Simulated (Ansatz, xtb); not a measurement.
**Two isomers of C4H3NO2S**

Structure I: `O=CC1=NOC(=S)C1`, a singlet. Structure II: `O=CC1=CC(=S)ON1`, a singlet. Both are isolated molecules in the gas phase, relaxed with PBE0-D3(BJ)/def2-SVP; each stands in its lowest conformer found.

I (Å):

```xyz
11

C     0.6414   -0.3570    2.3927
C     0.7533    0.5547    1.2365
C     0.4321    2.0403   -0.4797
C    -0.3338    1.3532    0.6158
N     1.8863    0.7219    0.6572
O    -0.4025   -0.5402    2.9628
O     1.7256    1.6088   -0.3777
S    -0.0397    3.0878   -1.6085
H     1.5955   -0.8533    2.6864
H    -1.1557    0.7337    0.2213
H    -0.7958    2.0718    1.3123
```

II (Å):

```xyz
11

C    -1.3044   -1.8284   -0.5722
C    -0.4910   -0.7030   -0.0746
C     0.8173   -0.3815   -0.2913
C     1.1111    0.7534    0.5399
N    -1.0451    0.2156    0.7596
O    -2.4311   -2.0178   -0.1913
O    -0.0563    1.0477    1.2112
S     2.4723    1.6250    0.7588
H    -0.7941   -2.4947   -1.3051
H     1.5282   -0.8656   -0.9546
H    -1.7402   -0.0124    1.4659
```

Quicker runs give these differences E(II) − E(I): GFN2-xTB −0.052 eV; HF/STO-3G +0.880 eV (at GFN2-xTB geometries); r2SCAN-D4/def2-SVP −0.082 eV (at GFN2-xTB geometries).

Question: Which of the two would you expect CCSD(T)/def2-SVP + ΔMP2/def2-TZVPP electronic energies to favour?

Answer: Structure I; the calculation gives E(II) − E(I) = +0.194 eV.

How the difference moves with the method:

| level | geometry | E(II) − E(I) (eV) | departure from the last row (eV) | job, with rough time for the two |
| --- | --- | --- | --- | --- |
| GFN2-xTB | GFN2-xTB | −0.052 | −0.247 | optimisation, 1.3 s |
| HF/STO-3G | GFN2-xTB | +0.880 | +0.686 | single point, 4.4 s |
| r2SCAN-D4/def2-SVP | GFN2-xTB | −0.082 | −0.276 | single point, 20 s |
| PBE0-D3(BJ)/def2-SVP | PBE0-D3(BJ)/def2-SVP | −0.039 | −0.233 | optimisation, 3.2 min |
| HF/def2-SVP | PBE0-D3(BJ)/def2-SVP | +0.138 | −0.056 | part of the CCSD(T) run |
| MP2/def2-SVP | PBE0-D3(BJ)/def2-SVP | +0.137 | −0.057 | part of the CCSD(T) run |
| CCSD(T)/def2-SVP | PBE0-D3(BJ)/def2-SVP | +0.249 | +0.055 | single point |
| CCSD(T)/def2-SVP + ΔMP2/def2-TZVPP | PBE0-D3(BJ)/def2-SVP | +0.194 |  | single point, 5.9 min |

As drawn, II has 1 C=C, 1 C–N, 1 N–H in place of 1 C–C, 1 C=N, 1 C–H.

GFN2-xTB, r2SCAN-D4/def2-SVP, PBE0-D3(BJ)/def2-SVP put the two in the other order. The largest departure from CCSD(T)/def2-SVP + ΔMP2/def2-TZVPP is that of HF/STO-3G, 0.686 eV. The last row adds to CCSD(T) the change of the MP2 difference between the two basis sets, here −0.055 eV.

With thermal terms from frequencies at re-optimised GFN2-xTB minima (ideal gas, soft modes damped towards free rotors, one conformer each, 298.15 K, 1 atm): the zero-point term adds +0.001 eV; ΔH is +0.202 and ΔG +0.197 eV.

The correlated steps freeze 12 core orbitals. Programs: Ansatz 0.2.0, xtb 6.7.1; the last row on 2 threads of AMD EPYC (Zen 3) on a shared host.
